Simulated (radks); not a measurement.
Values are calculated unless marked as measured or tabulated.
Coherent X-ray form factor from a spherical all-electron density. Code: a radial shooting solver on a logarithmic mesh with Libxc functionals. Model: non-relativistic Kohn-Sham, PBEsol, spin-polarised, spherical densities, point nucleus.

sin(theta)/lambda (1/angstrom),f0 (electrons)
0.05,22.799
0.1,22.216
0.15,21.303
0.2,20.138
0.25,18.808
0.3,17.400
0.4,14.629
0.5,12.226
0.6,10.339
0.8,7.954
1,6.710
1.25,5.733
1.5,4.892
2,3.379

The species is in the configuration that NIST lists as its ground one. Which atom or ion scatters so?

Answer. The cobalt ion Co4+, [Ar] 3d5. Extrapolating in s^2 from the first two rows gives f0(0) = 23.0, near the electron count 23; among species with that count, the fall with angle is slower the higher Z, and the table is that of Z = 27; from so few rows the species is fixed only to a neighbour or two.
